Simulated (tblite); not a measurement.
Compound: C7H9NO.
Geometry (GFN2-xTB, Å), atoms numbered from 1 in this order:
```xyz
18
C7H9NO angstrom
C     -3.1816   -0.3358   -0.1357
C     -1.8337    0.3388   -0.3334
O     -0.8354   -0.5451    0.1429
C      0.4624   -0.1606    0.0743
C      1.4133   -1.0635    0.5588
C      2.7494   -0.7220    0.5120
C      3.0990    0.5130   -0.0186
N      2.2092    1.3715   -0.4784
C      0.9277    1.0514   -0.4362
H     -3.9740    0.3171   -0.4899
H     -3.2143   -1.2708   -0.6878
H     -3.3383   -0.5502    0.9177
H     -1.6682    0.5536   -1.3982
H     -1.7958    1.2835    0.2262
H      1.0784   -2.0082    0.9588
H      3.5048   -1.3995    0.8796
H      4.1306    0.8305   -0.0798
H      0.2576    1.8026   -0.8305
```

Computed with GFN2-xTB (tblite): harmonic, unscaled wavenumbers at the GFN2-xTB geometry, gas phase. Against measured fundamentals such values can be off by several per cent, at times by over 20. One conformer, not necessarily the lowest.

Harmonic wavenumbers (cm⁻¹): 59.6, 114.9, 155.6, 201.0, 221.2, 325.0, 381.1, 410.8, 483.2, 571.6, 604.4, 682.5, 781.6, 828.7, 845.6, 878.8, 900.4, 922.4, 948.6, 1005.9, 1085.8, 1091.9, 1126.6, 1130.6, 1143.2, 1195.9, 1250.6, 1253.1, 1270.5, 1297.8, 1338.5, 1401.4, 1414.5, 1449.8, 1474.3, 1486.6, 1492.3, 1564.0, 1579.0, 2878.9, 2902.6, 3052.7, 3053.1, 3056.6, 3068.8, 3070.8, 3086.6, 3099.4.

A = 5045, B = 935.2, C = 796.9 MHz; mass 123.068 u (most abundant isotopes); point group Cs, symmetry number 1.

Q: Zero-point energy?

A: ½Σν̃ = 31819 cm⁻¹ = 380.64 kJ/mol.

Q: Entropy at 400 K, 1 bar (ideal gas, RRHO, classical rotation)?

A: Translation 174.99, rotation 124.32, vibration 126.55: S = 425.9 J/(mol K).

Q: And Cp and H(400 K) − H(0)?

A: Cp = 181.90 J/(mol K), of which vibrations give 148.64 (their classical limit is 48 R = 399.1); H(400 K) − H(0) = 41.16 kJ/mol without the zero-point energy, 27.86 from vibrations.

Q: What must be added to the electronic energy to get the Gibbs energy at 400 K and 1 bar?

A: ZPE + [H(400 K) − H(0)] − T·S = 380.64 + 41.16 − 170.34 = 251.46 kJ/mol.

Q: Blend soft modes into free rotors: weight 1/[1 + (100 cm⁻¹/ν̃)⁴] for the oscillator and the rest for a rotor with moment μB/(μ + B), μ = h/(8π²ν), B = 10⁻⁴⁴ kg m². What vibrational entropy results?

A: 119.92 J/(mol K) in place of 126.55, which changes −T·S at 400 K by +2.65 kJ/mol.

Q: Which modes carry the vibrational entropy at 400 K?

A: 59.6 cm⁻¹: 21.13; 114.9 cm⁻¹: 15.72; 155.6 cm⁻¹: 13.25; 201.0 cm⁻¹: 11.19; 221.2 cm⁻¹: 10.43; 325.0 cm⁻¹: 7.47 J/(mol K); the other 42 give 47.36 together.

Q: How do the functions run with temperature in this model?

A: 
```tsv
T (K)	S (J/(mol K))	Cp (J/(mol K))	H − H(0) (kJ/mol)	G − H(0) (kJ/mol)	ln q(vib)
50	237.1	46.9	1.91	-9.95	0.25
100	275.5	65.7	4.73	-22.82	0.99
298.15	378.8	139.8	24.76	-88.19	4.75
373.15	413.6	171.1	36.42	-117.91	6.28
500	470.5	218.3	61.22	-174.01	8.97
750	572.4	283.7	124.63	-304.68	14.35
1000	660.1	325.0	201.08	-459.02	19.54
```

q(vib) and H(0) count from the zero-point level.

Hindered rotation and anharmonicity are outside this model. Other conformers, if any are populated, would add a mixing term that is left out.
